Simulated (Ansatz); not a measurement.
Relaxation of a periodic cell of 22 atoms, BH$_{3}$C$_{18}$ (surface graphene monolayer, adsorbate BH3), to a largest force component of 0.03 eV/Å in at most 60 steps.

Theory: DFT PBEsol, scalar-relativistic, plane waves, PAW in Ansatz. Settings: PAW set soft_1, cutoff 420 eV, k mesh 2x2x1, gaussian smearing 0.02 eV, no spin polarisation.

```xyz
22
Lattice="7.3980 0.0000 0.0000 -3.6990 6.4069 0.0000 0.0000 0.0000 13.0000" Properties=species:S:1:pos:R:3
C 0.000 0.000 1.000
C 1.233 0.712 1.000
C -1.233 2.136 1.000
C 0.000 2.847 1.000
C -2.466 4.271 1.000
C -1.233 4.983 1.000
C 2.466 0.000 1.000
C 3.699 0.712 1.000
C 1.233 2.136 1.000
C 2.466 2.847 1.000
C 0.000 4.271 1.000
C 1.233 4.983 1.000
C 4.932 0.000 1.000
C 6.165 0.712 1.000
C 3.699 2.136 1.000
C 4.932 2.847 1.000
C 2.466 4.271 1.000
C 3.699 4.983 1.000
B 6.165 0.712 2.640
H 4.521 -1.186 1.980
H 7.308 1.042 3.018
H 5.307 1.537 3.018
```

**Question.** Where does it end, and by what steps?

**Answer.** The forces met the threshold. Limits of this set-up: coarse k mesh, slab without dipole correction, PAW files made for another functional. After 12 steps the energy has fallen by 2.706 eV; H20 moved furthest, 0.72 Å. Joined: C3–B19.

| step | energy less start (eV) | largest force component (eV/Å) | accepted |
| --- | --- | --- | --- |
| 0 | 0.0000 | 3.158 | yes |
| 1 | -1.0604 | 2.549 | yes |
| 2 | -1.9250 | 1.568 | yes |
| 3 | -2.3824 | 1.002 | yes |
| 4 | -2.6593 | 0.613 | yes |
| 5 | -2.6086 | 0.813 | no |
| 6 | -2.6948 | 0.408 | yes |
| 7 | -2.6989 | 0.225 | yes |
| 8 | -2.7054 | 0.047 | yes |
| 9 | -2.7055 | 0.063 | yes |
| 10 | -2.7057 | 0.033 | yes |
| 11 | -2.6970 | 0.437 | no |
| 12 | -2.7058 | 0.019 | yes |

```xyz
22
Lattice="7.3980 0.0000 0.0000 -3.6990 6.4069 0.0000 0.0000 0.0000 13.0000" Properties=species:S:1:pos:R:3
C 0.024 -0.046 0.934
C 1.238 0.675 0.922
C -1.233 2.115 1.017
C 0.015 2.829 0.970
C -2.463 4.232 0.837
C -1.225 4.939 0.912
C 2.478 -0.044 0.929
C 3.704 0.676 0.918
C 1.245 2.096 0.952
C 2.477 2.819 0.896
C -0.015 4.218 0.997
C 1.238 4.938 1.353
C 4.927 -0.013 1.042
C 6.168 0.663 1.019
C 3.702 2.102 0.840
C 4.919 2.824 0.861
C 2.497 4.223 0.968
C 3.702 4.941 0.884
B 6.099 1.424 2.604
H 4.930 -1.501 2.481
H 7.133 1.287 3.192
H 5.031 1.556 3.129
```

The run took 2.4 min on 1 thread of Arm Neoverse V1, on a shared host, peak memory 0.68 GiB.
